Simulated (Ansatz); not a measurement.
Input for Ansatz (an electronic-structure program): U-CCSD(T)/def2-SVP on F2Te (SMILES F[Te]F), a point of a bond scan (R = 1.526 Å). Elements past Kr take the def2 small-core potentials; no spin–orbit coupling. The run froze 11 orbitals, filled d shells among them.

Ansatz 0.2 input:
```yaml
crystal:
  periodic: [false, false, false]
  atoms:
    - {symbol: Te, position_ang: [0.04128966, -0.02631507, 0.32717205]}
    - {symbol: F, position_ang: [0.48557674, 1.02566127, -0.68495021]}
    - {symbol: F, position_ang: [-0.83521100, -1.13661273, -0.95234664]}
basis:
  gaussian:
    orbitals: def2-SVP
correlation: {method: ccsd_t, electrons: outside_noble_gas}
scf: {omitted_lower_state_checks: [cluster_reference]}
magnetization: {spin_polarized: true, initial_magnetization: 0}
```

Q: Give the final energy of this run.

A: -465.9973 hartree (reference determinant -465.5196, T1 diagnostic 0.013).
